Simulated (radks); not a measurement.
All-electron atom: Ca XII in [He] 2s2 2p5. Method: Dirac Kohn-Sham, PBE, spin-unpolarised, spherical densities, finite nucleus; open shells fill j = l - 1/2 first; Fermi nuclear charge, rms radius 3.4776 fm; computed with a radial shooting solver on a logarithmic mesh with Libxc functionals.

Unscreened Slater integrals over Kohn-Sham orbitals (eV). Large and small components are both included. Empty in this configuration: 3s1/2.

F0(2p3/2,2p3/2): 79.268
F2(2p3/2,2p3/2): 37.377
F0(2p3/2,2p1/2): 79.563
G2(2p3/2,2p1/2): 37.370
F0(2p3/2,2s1/2): 73.586
G1(2p3/2,2s1/2): 42.783
F0(2p3/2,1s1/2): 108.94
G1(2p3/2,1s1/2): 17.657
F0(2p3/2,3s1/2): 35.330
G1(2p3/2,3s1/2): 3.5660
F0(2p1/2,2p1/2): 79.863
F0(2p1/2,2s1/2): 73.808
G1(2p1/2,2s1/2): 42.719
F0(2p1/2,1s1/2): 109.90
G1(2p1/2,1s1/2): 17.859
F0(2p1/2,3s1/2): 35.368
G1(2p1/2,3s1/2): 3.5707
F0(2s1/2,2s1/2): 69.879
F0(2s1/2,1s1/2): 98.290
G0(2s1/2,1s1/2): 8.9404
F0(2s1/2,3s1/2): 34.706
G0(2s1/2,3s1/2): 2.8340
F0(1s1/2,1s1/2): 333.62
F0(1s1/2,3s1/2): 40.099
G0(1s1/2,3s1/2): 1.7946
F0(3s1/2,3s1/2): 26.956
